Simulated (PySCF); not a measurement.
C3H11ClSi2, SMILES CC[Si@H](Cl)[SiH2]C. Coordinates come from a PBE-D3(BJ)/def2-SVP optimisation. The structure was generated by enumeration; whether it is a known compound was not checked. The values are those of a single conformer.

Task: Give the equilibrium geometry at PBE-D3(BJ)/def2-SVP (PySCF confirms it by a frequency run) as bond lengths and angles. (An estimate is asked for; the answer gives what the named calculation found.)

Result: Several could match; the one computed here: 
Atoms: C1 C2 Si3 Cl4 Si5 C6 H7 H8 H9 H10 H11 H12 H13 H14 H15 H16 H17. Bonds (Å): C1–C2 1.536, C1–H7 1.110, C1–H8 1.109, C1–H9 1.110, C2–Si3 1.894, C2–H10 1.111, C2–H11 1.111, Si3–Cl4 2.110, Si3–Si5 2.353, Si3–H12 1.508, Si5–C6 1.893, Si5–H13 1.509, Si5–H14 1.510, C6–H15 1.108, C6–H16 1.108, C6–H17 1.108. Bond angles (°): C2–C1–H7 111.8, C2–C1–H8 111.5, C2–C1–H9 111.8, H7–C1–H8 107.1, H7–C1–H9 107.1, H8–C1–H9 107.2, C1–C2–Si3 112.8, C1–C2–H10 111.1, C1–C2–H11 111.2, Si3–C2–H10 107.4, Si3–C2–H11 107.7, H10–C2–H11 106.2, C2–Si3–Cl4 109.0, C2–Si3–Si5 113.9, C2–Si3–H12 109.9, Cl4–Si3–Si5 105.0, Cl4–Si3–H12 106.8, Si5–Si3–H12 111.8, Si3–Si5–C6 109.7, Si3–Si5–H13 107.3, Si3–Si5–H14 110.4, C6–Si5–H13 110.7, C6–Si5–H14 111.2, H13–Si5–H14 107.4, Si5–C6–H15 110.7, Si5–C6–H16 111.3, Si5–C6–H17 109.4, H15–C6–H16 108.4, H15–C6–H17 108.1, H16–C6–H17 108.8.
Charge 0, spin multiplicity 1.
